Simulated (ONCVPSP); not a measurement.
**Pseudopotential generation for Cs (Z = 55): ONCV, LDA (Perdew-Zunger), scalar-relativistic.**

caesium, optimised norm-conserving Vanderbilt (ONCV), made with ONCVPSP 4.0.1 (LDA (Perdew-Zunger), scalar-relativistic). Core [Kr] 4d10, reference 5s2 5p6 6s1. Waves: 5s+6s: rc 2.60 bohr, ncon 3, nbas 6, qcut 5.7 1/bohr, 2 projectors; 5p: rc 3.40 bohr, ncon 4, nbas 8, qcut 3.9 1/bohr, 2 projectors, debl 1.5 Ha; d scattering state at 0.1 Ha: rc 3.45 bohr, ncon 4, nbas 8, qcut 2.3 1/bohr, 2 projectors, debl 0.3 Ha. Local part: polynomial inside 1.75 bohr (lpopt 5, dvloc0 0 Ha). Core correction: none.

In the d channel the program set the typed energies aside and used 0.050, 0.350 Ha.

Calculated quality:

| Item | Value |
| --- | --- |
| Cutoffs needed | 8.7 Ha and 11 Ha (the cutoffs (Ha) at which the residual kinetic energy of the hardest occupied pseudo-wave falls to 1 and 0.1 mHa per electron) |
| Ghost test | no bound ghost flagged; GHOST(+) flagged for s at 61.9 eV, d at 102.3 eV |
| Largest excitation error | +6.2 meV (all-electron minus pseudo) for 5s1 5p6 6s1, out of 4 test configurations |

Generation and tests took about 3.8 s on one core of a shared server CPU.
